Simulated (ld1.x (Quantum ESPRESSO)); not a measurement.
# Which setting gave this result? (Cl, TM)

Base potential:

```json
{"Element": "Cl (Z = 17)", "Generator": "ld1.x (Quantum ESPRESSO) 7.5", "Type": "norm-conserving Troullier–Martins (Kleinman–Bylander form)", "Functional": "LDA (PZ)", "Relativity": "fully relativistic", "Frozen core": "[Ne]", "Valence charge": "7", "Reference configuration": "3s2 3p4.5 (charge +0.5)", "Partial waves": "3s (bound): rc 1.25 bohr; 3p (bound): rc 1.50 bohr; 3d channel at 0.35 Ry: rc 1.30 bohr", "Local potential": "all-electron potential smoothed inside 1.00 bohr (lloc = -1)", "Core correction": "none"}
```

Open shells are filled in proportion to 2j + 1 (rel_dist='average').

Cutoffs, loose and tight: the cutoffs (Ry, on a coarse ladder) from which the occupation-weighted sum of valence levels, in a spherical-Bessel basis at the reference potential, stays within 10 and 1 mRy of its value at 400 Ry. They do not see the model core or the augmentation charge, which bear on the density cutoff. Test errors are all-electron minus pseudo excitation energies from the reference, over the configurations 3s2 3p5; 3s2 3p4; 3s2 3p3; 3s1 3p6; 3s2 3p5.3; 3s2 3p1; 3s2 3p2; variants that change the core or the reference have their own tests.

Only the s radius is moved (1 further runs of the sweep failed or gave no value and are left out):

```json
{"s radius (bohr)": "0.96", "cutoff, loose": "120 Ry", "cutoff, tight": "260 Ry", "bound ghosts": "none", "largest test error (meV)": "+522"}
{"s radius (bohr)": "1.12", "cutoff, loose": "55 Ry", "cutoff, tight": "120 Ry", "bound ghosts": "none", "largest test error (meV)": "+418"}
{"s radius (bohr)": "1.24", "cutoff, loose": "45 Ry", "cutoff, tight": "80 Ry", "bound ghosts": "none", "largest test error (meV)": "+399"}
{"s radius (bohr)": "1.42", "cutoff, loose": "45 Ry", "cutoff, tight": "70 Ry", "bound ghosts": "none", "largest test error (meV)": "+416"}
{"s radius (bohr)": "1.58", "cutoff, loose": "35 Ry", "cutoff, tight": "60 Ry", "bound ghosts": "none", "largest test error (meV)": "+480"}
{"s radius (bohr)": "1.86", "cutoff, loose": "30 Ry", "cutoff, tight": "50 Ry", "bound ghosts": "none", "largest test error (meV)": "+630"}
```

Problem. One more run gave cutoff, loose: 30 Ry; cutoff, tight: 55 Ry; bound ghosts: none; largest test error (meV): +546. Which value of the s radius was used?

Solution. 1.74 bohr. The tight cutoff moves one way along this sweep, from 260 Ry at 0.96 to 50 Ry at 1.86 bohr, which places the run between 1.58 and 1.86 bohr.
